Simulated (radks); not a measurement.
Q: Species: Cs4+. Configuration: [Kr] 4d10 5s1.75 5p3 6p0.25 (fractional occupations, a model configuration). Calculated with a radial shooting solver on a logarithmic mesh with Libxc functionals: scalar-relativistic Kohn-Sham, BP86, spin-polarised, spherical densities, finite nucleus; open shells are filled with parallel spins first (spin-orbit coupling, left out, can overturn this in heavy ions); Fermi nuclear charge, rms radius 4.8041 fm. Some entries of the table are withheld. Estimate them.

orbital  occ.  eigenvalue (eV)  <r> (bohr)  r(max) (bohr)
1s up       1        -35849.49     0.02611        0.01678
1s down     1        -35849.29     0.02611        0.01678
2s up       1        -5662.189      0.1121        0.09488
2s down     1        -5662.090      0.1121        0.09488
2p up       3        -5084.437     0.09820        0.07617
2p down     3        -5084.274     0.09820        0.07618
3s up       1        -1213.490      0.2990         0.2725
3s down     1        -1213.317      0.2990         0.2725
3p up       3        -1027.521      0.2970         0.2666
3p down     3        -1027.326      0.2970         0.2666
3d up       5        -754.4064      0.2735         0.2204
3d down     5        -754.2201      0.2735         0.2204
4s up       1        -265.6945      0.6940         0.6420
4s down     1        -265.2932      0.6938         0.6423
4p up       3        -206.1605      0.7384         0.6722
4p down     3        -205.7328      0.7375         0.6725
4d up       5        -119.4474      0.8331         0.7195
4d down     5        -118.8270      0.8284         0.7193
5s up       1              (1)       1.632          1.503
5s down  0.75              (2)       1.626          1.488
5p up       3         -53.5801       1.835          1.676
5p down     0         -50.2603       1.846          1.668
5d up       0         -33.1422       2.349          2.109
5d down     0         -30.3784       2.440          2.155
6s up       0              (3)       3.336          3.207
6p up    0.25         -23.0096       3.790          3.669

A: 
(1) 5s up eigenvalue (eV): -68.8100
(2) 5s down eigenvalue (eV): -65.5956
(3) 6s up eigenvalue (eV): -27.8640
